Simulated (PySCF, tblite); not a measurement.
Isomers of C5H8NPSi, one GFN2-xTB conformer each. Single-point energies are computed at PBE0/pcSseg-1 (PySCF, gas phase, no added dispersion term), electronic only.

```json
{"SMILES": "Cc1cpcnc1[SiH3]", "GFN2-xTB relative energy (kJ/mol)": "0.0"}
{"SMILES": "Cc1cncpc1[SiH3]", "GFN2-xTB relative energy (kJ/mol)": "4.8"}
{"SMILES": "C=C/C([SiH3])=P\\CC#N", "GFN2-xTB relative energy (kJ/mol)": "211.3"}
```

Conformers: `[CH2:1]=[CH:2]/[C:3]([SiH3:4])=[P:5]\[CH2:6][C:7]#[N:8]` with C1–C2–C3–Si4 -118°, C3–P5–C6–C7 53°.

**Question.** What does PBE0/pcSseg-1 give for the same structures?

**Answer.** 
| SMILES | PBE0/pcSseg-1 E (Eh) | PBE0/pcSseg-1 (kJ/mol) | GFN2-xTB (kJ/mol) | point group |
| --- | --- | --- | --- | --- |
| Cc1cncpc1[SiH3] | -880.31103 | 0.0 | 4.8 | near Cs |
| Cc1cpcnc1[SiH3] | -880.30654 | 11.8 | 0.0 | Cs |
| C=C/C([SiH3])=P\CC#N | -880.25523 | 146.5 | 211.3 | C1 |

GFN2-xTB puts Cc1cpcnc1[SiH3] lowest instead; measured from each level's own lowest isomer, the values differ by up to 64.8 kJ/mol (C=C/C([SiH3])=P\CC#N: 211.3 against 146.5). As drawn, the lowest has an aromatic ring, which the highest lacks; the highest has a C≡N group and a C=C bond outside aromatic rings, which the lowest lacks.

**Question.** Which frontier levels, dipoles and rotational constants go with these structures?

**Answer.** 
```
              SMILES  HOMO (eV, PBE0/pcSseg-1)  LUMO (eV)  dipole (D)       A, B, C (MHz)
     Cc1cncpc1[SiH3]                     -6.98      -1.95        2.16   2155, 1339, 838.2
     Cc1cpcnc1[SiH3]                     -6.82      -2.01        2.05   2664, 1079, 778.4
C=C/C([SiH3])=P\CC#N                     -7.41      -2.41        3.10  2134, 994.6, 841.7
```

**Question.** What happens when harmonic zero-point energies from GFN2-xTB frequencies are added?

**Answer.** 
```json
{"SMILES": "Cc1cncpc1[SiH3]", "ZPE (kJ/mol)": "291.5", "electronic (kJ/mol)": "0.0", "with ZPE (kJ/mol)": "0.0"}
{"SMILES": "Cc1cpcnc1[SiH3]", "ZPE (kJ/mol)": "290.8", "electronic (kJ/mol)": "11.8", "with ZPE (kJ/mol)": "11.0"}
{"SMILES": "C=C/C([SiH3])=P\\CC#N", "ZPE (kJ/mol)": "281.4", "electronic (kJ/mol)": "146.5", "with ZPE (kJ/mol)": "136.3"}
```

The zero-point energies span 10.1 kJ/mol. The order is unchanged.

**Question.** As an exercise, what shares would exp(−E/RT) give at 298.15 K from these electronic energies alone (no entropy, no degeneracies)?

**Answer.** RT = 2.479 kJ/mol: Cc1cncpc1[SiH3] 99.1 %, Cc1cpcnc1[SiH3] 0.9 %, C=C/C([SiH3])=P\CC#N under 0.1 %.
